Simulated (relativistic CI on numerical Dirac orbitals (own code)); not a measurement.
Transition arrays of Yb XXV

Computed by Dirac-Coulomb-Breit CI, KLI orbitals optimised for each configuration, model QED, valence Slater integrals scaled by 0.9, whole transition arrays (own radial code, finite nucleus).

Configuration list (outside the closed core [Kr]): 4d10, 4d9.4f, 4d9.5p, 4d9.5f. Levels of other configurations are missing.

All E1 lines from the levels of 4d10; mean and standard deviation are weighted by gf, and upper levels are sorted by their leading configuration.

```
Upper configuration  Lines  Σgf  Mean (eV)  Mean (nm)  σ (eV)  Strongest line (nm)
             4d9.4f      3  7.2     225.71      5.493    4.36                5.482
             4d9.5p      3  1.0     336.16      3.688    5.16                3.670
             4d9.5f      3  1.8     481.24      2.576    5.34                2.602
```

Σgf per state of the lower configuration in bins of 0.1 nm over the central range (centre: value): 2.55: 0.80, 2.65: 0.97, 3.55: 0.07, 3.65: 0.56, 3.75: 0.32, 5.45: 7.15.

How do configuration mixing and the scaling of the Slater integrals move the arrays?

Slater scale 0.9, no configuration mixing: 4d9.4f 225.8 ± 4.4 eV (Σgf 7.1), 4d9.5p 336.5 ± 5.2 eV (Σgf 1.1), 4d9.5f 481.2 ± 5.3 eV (Σgf 1.8); Slater scale 1: 4d9.4f 230.2 ± 4.3 eV (Σgf 7.4), 4d9.5p 336.3 ± 5.2 eV (Σgf 0.9), 4d9.5f 481.4 ± 5.4 eV (Σgf 1.8); Slater scale 0.8: 4d9.4f 221.2 ± 4.4 eV (Σgf 7.1), 4d9.5p 336.0 ± 5.2 eV (Σgf 1.0), 4d9.5f 481.1 ± 5.3 eV (Σgf 1.8). With mixing, levels are counted to their leading configuration, so an array can shrink or vanish into another, and the sums then hold other lines.
